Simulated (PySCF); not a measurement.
# Reading the logs of faulty runs: BGeH5OSi

All numbers below are calculated, not measured. The program is PySCF 2.14.0, an open-source quantum chemistry code, run on an isolated molecule that a program drew, which may never have been made. The molecule is BGeH5OSi (charge 0, singlet), drawn as the SMILES string `O[Si][BH][GeH3]`.

Each row is a Hartree-Fock (HF) and frozen-core CCSD(T) single point in the cc-pV(D+d)Z basis, meant for a local HF minimum. Run 1 is clean. Each other run has one planted mistake out of seven kinds, and not every kind appears here: one electron removed, one electron added, multiplicity raised by two, geometry at a saddle point, minimal basis STO-3G, one bond length entered in bohr, all coordinates scaled. The reference is restricted for singlets and unrestricted otherwise, and also for a bond in bohr. Adding or removing an electron swaps singlet and doublet. Electrons count all cores. HOMO and LUMO are orbital energies over both spins, the gradient is its largest component, and the lowest frequency (negative if imaginary) is given only where the gradient is small. Bond lengths are over the 8 bonds as drawn. T1 is the CCSD diagnostic: over 0.02 (restricted) or 0.045 (unrestricted) a single reference is doubtful. Germanium has the cc-pVDZ-PP basis, with a core potential (ECP10MDF) in place of its 10 inner electrons, and its 3s, 3p and 3d shells are frozen in CCSD(T).

Geometry of the clean run:
```xyz
9
BGeH5OSi, angstrom
O    -2.3230   -0.0171    0.7378
Si   -1.7635   -0.5190    2.2188
B    -0.7386   -2.2528    1.7744
Ge    1.3073   -2.3540    1.3222
H    -2.1621   -0.4987   -0.0597
H    -1.2811   -3.3244    1.8712
H     1.4546   -2.8848   -0.1143
H     2.0450   -3.3175    2.2624
H     2.0223   -0.9958    1.3859
```

```
run,electrons,basis functions,<S^2>,HOMO (eV),LUMO (eV),gradient (hartree/bohr),lowest frequency (cm^-1),mean bond (Å),longest bond (Å),T1,HF (hartree),CCSD(T) (hartree),mistake
1,64,99,0.000,-8.27,0.76,4.6e-06,47,1.5727,2.098,0.0180,-684.72384,-685.24000,no fault
2,64,99,2.042,-7.32,-0.29,3.7e-02,-,1.5727,2.098,0.0223,-684.68085,-685.18926,multiplicity raised by two
3,63,99,0.788,-15.91,-6.12,5.1e-02,-,1.5727,2.098,0.0245,-684.46079,-684.95031,?
4,65,99,1.003,-1.42,6.47,3.5e-02,-,1.5727,2.098,0.0486,-684.73416,-685.26578,?
```

**Which mistake was planted in run 3, and what did it cost?**

It counts 63 electrons, one fewer than the clean run, at the same geometry and basis. So the mistake is: one electron removed. Subtracting run 1 and multiplying by 627.51 kcal/mol a hartree, the energy moved by 165.1 kcal/mol in HF and 181.8 kcal/mol in CCSD(T).

**Which mistake was planted in run 4, and what did it cost?**

It counts 65 electrons, one more than the clean run, at the same geometry and basis. So the mistake is: one electron added. Subtracting run 1 and multiplying by 627.51 kcal/mol a hartree, the energy moved by -6.5 kcal/mol in HF and -16.2 kcal/mol in CCSD(T).

Cautions from the logs. Run 4: T1 is over the limit, so its CCSD(T) energy is less reliable.
